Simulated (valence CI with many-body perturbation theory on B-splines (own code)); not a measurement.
## W⁴²⁺: magnetic and hyperfine properties of the levels

Calculated by valence CI with perturbative core correlation (CI+MBPT): four valence electrons over a frozen Dirac-Fock core [Ar] 3d10, a basis of 11 s, 11 p, 9 d, 7 f, 5 g, 2 h, 1 i functions for each j, with the one-electron correlation potential Σ1, the two-electron term Σ2, the three-electron term Σ3, Breit, model QED; selected CI, second order for the rest (own B-spline code, finite nucleus).

The last digits are not significant, and no measured levels were compared; by estimate large intervals hold to a few tenths of a per cent, small ones and those within an open d or f shell to about a per cent.

A/g_I is the dipole constant over the nuclear g factor μ/I (μ in nuclear magnetons, uniformly magnetised nucleus), B/Q the quadrupole constant per barn. Both hold the static response of the core; the bare values leave it out. Large factors of s and p1/2 electrons are usually good to 5 to 10 %; those of open d and f shells near neutrality can be off by tens of per cent, and small factors of p3/2, d and f electrons come from cancelling terms and can be off by a factor of two or in sign, in half-filled shells by more. B is blank for J = 1/2, where it vanishes, and for nearly pure S terms. Energies count from the lowest level. Levels with J = 0 are left out.

Levels are named by their leading jj configuration (3d3/2^4 stands for four electrons in 3d with j = 3/2), which in mixed levels can hold well under half, so a name can repeat and another be missing. Letters in brackets count levels of one name in rising energy.

```tsv
Level	E (× 10³ cm⁻¹)	g	A/g_I (MHz)	A/g_I bare	B/Q (MHz/b)	B/Q bare
(4s^2 4p1/2 4p3/2) J=1	738.49	1.497	-53300	-52200	58500	56700
(4s^2 4p1/2 4p3/2) J=2	773.05	1.177	170000	164000	103000	100000
(4s 4p1/2^2 4p3/2) J=2	1513.6	1.568	424000	410000	105000	101000
(4s^2 4p3/2^2) J=2	1537.7	1.314	59600	57400	13600	13200
(4s 4p1/2^2 4p3/2) J=1	1631.9	1.060	-300000	-290000	76500	74100
(4s^2 4p1/2 4d3/2) J=2	1973.5	0.764	145000	141000	21600	21300
(4s^2 4p1/2 4d3/2) J=1	2120.0	0.869	-109000	-104000	7440	7400
(4s 4p1/2 4p3/2^2) J=2 [a]	2157.7	1.453	125000	122000	10200	10000
(4s^2 4p1/2 4d5/2) J=3	2192.7	1.175	159000	154000	-3930	-3510
(4s 4p1/2 4p3/2^2) J=2 [b]	2286.3	1.359	92500	89900	44200	43000
(4s 4p1/2 4p3/2^2) J=3	2322.8	1.262	310000	300000	25200	24500
(4s 4p1/2 4p3/2^2) J=1 [a]	2403.7	1.277	510000	493000	-88100	-85300
(4s 4p1/2 4p3/2^2) J=2 [c]	2425.1	1.098	15700	15200	-17200	-16800
(4s 4p1/2 4p3/2^2) J=1 [b]	2437.3	1.360	71300	69000	52500	50800
(4s 4p1/2^2 4d3/2) J=1	2758.7	0.416	-344000	-332000	9860	9720
(4s 4p1/2^2 4d3/2) J=2	2785.0	1.160	374000	362000	18200	18000
(4s^2 4p3/2 4d3/2) J=2	2840.9	1.050	34600	33700	-5810	-5600
(4s^2 4p3/2 4d3/2) J=1	2851.4	1.129	43300	42200	-51000	-49500
(4s^2 4p3/2 4d3/2) J=3	2860.2	1.118	47500	46400	111000	108000
(4s^2 4p3/2 4d5/2) J=4	2925.2	1.246	29100	28500	142000	138000
(4s^2 4p3/2 4d5/2) J=2	2930.7	1.294	101000	98500	-84400	-81600
(4s 4p1/2^2 4d5/2) J=3	2972.9	1.361	259000	251000	17800	17500
(4s 4p1/2^2 4d5/2) J=2	3022.9	1.074	-183000	-176000	-4680	-4230
(4s^2 4p3/2 4d5/2) J=3	3074.4	1.177	32200	31500	13500	13400
(4s^2 4p3/2 4d5/2) J=1	3085.8	1.119	-43000	-40300	11500	11200
(4s 4p3/2^3) J=2	3168.6	1.379	352000	341000	-110000	-106000
(4p1/2^2 4p3/2^2) J=2	3215.3	1.232	32600	31900	32000	31000
(4s 4p3/2^3) J=1	3271.0	1.157	-280000	-270000	-35100	-33900
(4s 4p1/2 4p3/2 4d3/2) J=1 [a]	3433.5	1.174	182000	177000	-56400	-54700
(4s 4p1/2 4p3/2 4d3/2) J=2 [a]	3437.1	1.101	133000	129000	-30500	-29500
(4s 4p1/2 4p3/2 4d3/2) J=3 [a]	3451.6	1.123	188000	182000	36900	35800
(4s 4p1/2 4p3/2 4d3/2) J=4	3504.5	1.179	258000	250000	84400	82000
(4s^2 4p1/2 4f5/2) J=3	3516.0	0.883	105000	102000	18700	17900
(4s 4p1/2 4p3/2 4d3/2) J=2 [b]	3555.4	0.907	84600	82500	-45400	-44000
```

Take the isotope of mass number 183, with I = 1/2, μ = 0.11739 μN. What is the hyperfine structure of (4s^2 4p1/2 4d3/2) J=2?

From the table A = 34000 MHz. Shifts from the centre of gravity in MHz: F = 3/2: -51000, F = 5/2: 34000.
